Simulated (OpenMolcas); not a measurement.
## Mo5+: moving or changing the point charges

Mo5+ among 6 point charges of -1.7 e arranged as an octahedron (Oh), 1.91 Å from the ion.
```
   1.9100    0.0000    0.0000  -1.70
   0.0000    1.9100    0.0000  -1.70
  -1.9100    0.0000    0.0000  -1.70
   0.0000   -1.9100    0.0000  -1.70
   0.0000    0.0000    1.9100  -1.70
   0.0000    0.0000   -1.9100  -1.70
```

```json
{
  "Program": "OpenMolcas 26.06",
  "Method": "SS-CASPT2, IPEA 0.25 Eh, imaginary shift 0.1 Eh (closed shells correlated: 4s 4p)",
  "Basis": "ANO-RCC-VTZP [7s6p4d2f1g]",
  "Scalar Hamiltonian": "DKH2, point nucleus",
  "Active space": "1 electron in 5 orbitals (4d)",
  "State averaging": "2S+1 = 2 even, 5 roots",
  "Spin-orbit coupling": "RASSI with atomic mean-field integrals over the reference wave functions"
}
```

Runs around this geometry, states (labels of O, the rotations of Oh). Energies in cm-1 above the lowest state or level, χT in cm3 K/mol; under a threefold ground state the first gap can be a small split of the lowest multiplet, not the spin-orbit step; 10Dq is the gap between the two states.

| R (Å) | q (e) | Ground state | First state of that spin | 10Dq | First gap with spin-orbit (degeneracies) | χT at 300 K |
| --- | --- | --- | --- | --- | --- | --- |
| 1.91 | -0.85 | 2T2 | 2E 5250 | 5253 | 1710 (4, 2) | 0.150 |
| 1.76 | -1.7 | 2T2 | 2E 14680 | 14681 | 1500 (4, 2) | 0.114 |
| 1.91 | -1.7 | 2T2 | 2E 10010 | 10006 | 1570 (4, 2) | 0.120 |
| 2.08 | -1.7 | 2T2 | 2E 6750 | 6745 | 1650 (4, 2) | 0.135 |

Taking |10Dq| as R^-n, n = -ln(6745 / 14681) / ln(2.08 / 1.76) = 4.7 between the shortest and longest distance. The point-charge formula for a cubic d site gives n = 5.

Scaling the charges by -0.85 / -1.7 = 0.50 scales |10Dq| by 5253 / 10006 = 0.52; with fixed orbitals a first-order splitting would follow the charge.

Roots that are degenerate in the reference are averaged as groups; the widest CASPT2 spread within a group is 72 cm-1 (the 3-fold group of multiplicity 2 near 0 cm-1 above the lowest state of its run, R = 1.76, q = -1.7). Shifts and gaps below about the spread of the groups concerned are not significant. An orbital triplet at a regular site is open to Jahn-Teller coupling, which can distort the site and quench the lowest spin-orbit gaps and is left out. Free-ion shares, where given, are those of the reference states; single-state CASPT2 does not remix them. This field is weak: 10Dq is about 5253 cm-1, while octahedral complexes of 4d ions of charge 3 and more, computed by the same method with explicit ligands, had a median near 25000 cm-1. Ground spin and moment need not be those of a real site (figures for R = 1.91, q = -0.85; the like holds for R = 1.76, q = -1.7, R = 1.91, q = -1.7, R = 2.08, q = -1.7). This is an electrostatic model: the charges have no orbitals. No measured value stands beside these numbers.
